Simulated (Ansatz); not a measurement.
`[BH2][GeH2][CH2][SiH3]` → `[BH2][GeH2][SiH3]` + `[CH2]` (triplet)  (formal loss of a carbene)

Gas-phase electronic energies from Ansatz, PBE0-D4/def2-TZVP geometries. CCSD(T)/CBS adds triple-zeta CCSD(T) − MP2 to the extrapolated MP2 energy (def2 sets, frozen cores). This one scheme is used for every species. Functionals use def2-TZVPP. Triplets are unrestricted, without spin–orbit coupling. For Ge outer-core shells are correlated without core-valence functions, which leaves a few kJ/mol of doubt a bond. Scalar relativity is left out up to krypton. One conformer a species, not always the lowest.

`[BH2][GeH2][CH2][SiH3]`:

Z-matrix (Å, degrees):
```
Ge
C 1 1.968
B 1 2.058 2 112.9
H 1 1.549 2 108.9 3 118.8
H 1 1.543 2 108.7 3 -125.5
Si 2 1.866 1 112.2 3 65.5
H 2 1.093 1 109.3 3 -172.1
H 2 1.094 1 107.8 3 -55.4
H 3 1.195 1 120.9 2 22.0
H 3 1.194 1 121.0 2 -160.4
H 6 1.489 2 112.4 1 -173.9
H 6 1.491 2 109.7 1 -53.6
H 6 1.488 2 110.3 1 65.0
```

`[BH2][GeH2][SiH3]`:

```xyz
10

B    -0.626   -1.684   -0.831
Ge   -0.495   -0.412    0.759
Si    0.797    1.455    0.001
H     0.216   -2.510   -1.021
H    -1.502   -1.562   -1.634
H     0.240   -0.999    1.978
H    -1.850    0.146    1.232
H     0.928    2.458    1.091
H     2.156    1.009   -0.408
H     0.138    2.099   -1.166
```

`[CH2]` (triplet):

```xyz
3

C    -0.230   -0.151    0.016
H    -0.041    0.409    0.918
H     0.272   -0.258   -0.933
```

Task: Is it downhill or uphill in electronic energy at CCSD(T)/CBS, and by how much? (Estimate.)

Result: Ansatz gave: Uphill: ΔE = +442.2 kJ/mol.

Task: What do these levels give: PBE0-D4, ωB97M-V, B2PLYP, PBE, r2SCAN, PBE0, HF/def2-TZVPP, MP2/def2-TZVPP, CCSD/def2-TZVPP, CCSD(T)/def2-TZVPP, HF/def2-QZVPP, MP2/CBS(def2)? (Best estimate.)

Result: Computed: PBE0-D4 429.3, ωB97M-V 444.5, B2PLYP 428.6, PBE 425.6, r2SCAN 408.9, PBE0 422.4, HF/def2-TZVPP 295.9, MP2/def2-TZVPP 449.8, CCSD/def2-TZVPP 420.7, CCSD(T)/def2-TZVPP 431.6, HF/def2-QZVPP 296.2, MP2/CBS(def2) 460.5 kJ/mol.

Largest T1 diagnostic among the species: 0.013.

From PBE to PBE0 (25 % exact exchange), in def2-TZVPP and without D4, ΔE moves by −3.2 kJ/mol. In def2-TZVPP, CCSD(T) changes the Hartree–Fock value by +135.7 kJ/mol (the triples alone add +10.9 kJ/mol) and MP2 by +153.9 kJ/mol.
